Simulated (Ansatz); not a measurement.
Gas-phase electronic energies from Ansatz, PBE0-D4/def2-TZVP geometries. CCSD(T)/CBS is the MP2 limit (def2-TZVPP, def2-QZVPP) plus CCSD(T) − MP2 in def2-TZVPP, frozen cores. Functionals use def2-TZVPP. B3LYP here is the variant with VWN-RPA as its local correlation; programs differ in this. For Br, Ga outer-core shells are correlated without core-valence functions, which leaves a few kJ/mol of doubt a bond. Scalar relativity is left out up to krypton. One conformer a species, not always the lowest.

`[OH][Ga]([F])[Br]` + `B[CH2][AlH][CH3]` → `[BH2][Ga]([OH])[F]` + `[CH3][AlH][CH2]Br`  (redistribution)

```tsv
level	ΔE (kJ/mol)
ωB97X-V	215.5
B3LYP	215.0
```

Problem. What does CCSD(T)/CBS give? (Estimate.)

Solution. Ansatz gave: +215.1 kJ/mol. The listed levels differ from it by 0.4, -0.1 kJ/mol.

Largest T1 diagnostic among the species: 0.014.

From PBE to PBE0 (25 % exact exchange), in def2-TZVPP and without D4, ΔE moves by +6.1 kJ/mol.
